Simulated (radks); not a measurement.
Question: These are the eigenvalues of the occupied orbitals of an atom or ion with whole-number occupations (hartree). Calculated with a radial shooting solver on a logarithmic mesh with Libxc functionals: scalar-relativistic Kohn-Sham, LDA (Slater exchange, Perdew-Wang correlation), spin-unpolarised, spherical densities, finite nucleus; Fermi nuclear charge, rms radius of each element as measured or else 0.836 A^(1/3) + 0.57 fm.

| orbital | eigenvalue |
|---|---|
| 1s | -974.8977 |
| 2s | -145.9045 |
| 2p | -131.1450 |
| 3s | -28.25496 |
| 3p | -23.41215 |
| 3d | -15.80777 |
| 4s | -5.19711 |
| 4p | -3.76148 |
| 4d | -1.69270 |

Which element is it, and in what charge state? The configuration may be excited.

Answer: Z = 48, cadmium, charge +3: Cd3+ in [Kr] 4d9. The list shows which subshells hold electrons but not how many an open one holds; the 1s level, -974.9 hartree, gives Z - s = 44.2 by -(Z - s)^2/2, which with screening and relativity narrows Z to a few neighbours, and the depths of the outer levels then fix element, charge and occupations together.
